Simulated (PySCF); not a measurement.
Write a Z-matrix for `F[CH2][GeH2][SeH]` as optimised with PBE0-D3(BJ)/def2-SVP.

Z-matrix in Å and degrees, rows numbered from 1:
```
F 
C   1  1.3775
Ge  2  1.9710  1  108.62
Se  3  2.3508  2  107.54  1   -60.36
H   2  1.1025  1  109.33  3  -120.41
H   2  1.1035  1  109.28  3   120.78
H   3  1.5390  2  109.34  1    60.06
H   3  1.5389  2  111.36  1  -177.19
H   4  1.4725  3   90.72  2    40.67
```

Ge3 (germanium bonded to C, Se and 2 H) is tetrahedral (angles from 106.9° to 111.4°). Se4 (selenium bonded to Ge and H) is bent (angle 90.7°).

Level of theory: PySCF 2.14.0, PBE0-D3(BJ)/def2-SVP geometry optimisation, gas phase.

Point group: C1 (no symmetry element, even within 0.4 Å). Whether it is a minimum is left open (no frequencies). One conformer, not necessarily the lowest (F1–C2–Ge3–Se4 -60°, C2–Ge3–Se4–H 41°).

On Arm Neoverse V1, one thread, shared host with 32 logical CPUs at a one-minute load of 21, this took 41 s and 0.48 GiB of memory at its peak. This is the geometry optimisation.
